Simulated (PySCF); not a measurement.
**Dipole response of Ni²⁺ (nickel, charge +2)**

[Ar] 3d8, high-spin 3F determinant. Calculation: PySCF 2.14, in aug-cc-pVQZ-DK (9s8p6d4f3g2h, 140 functions); the spin-free X2C one-electron Hamiltonian (Gaussian nucleus). Coupled (time-dependent) response in atomic units; α is the mean over directions.

```json
{"method": "revPBE", "mean α (bohr³)": "3.521", "C₆ (like pair)": "9.918", "S(−4)": "6.843"}
```

S(−4) is the Cauchy moment in α(ω) = α(0) + S(−4) ω² + …

α(iu) at revPBE:

```csv
u (hartree),α(iu) (bohr³)
0,3.521
0.0500,3.504
0.100,3.454
0.200,3.280
0.300,3.048
0.500,2.573
0.750,2.097
1.00,1.749
1.50,1.285
2.00,0.9929
3.00,0.6485
5.00,0.3411
```

For an ion, C₆ is the dispersion term alone; charge-induced terms of lower order in 1/R come first.
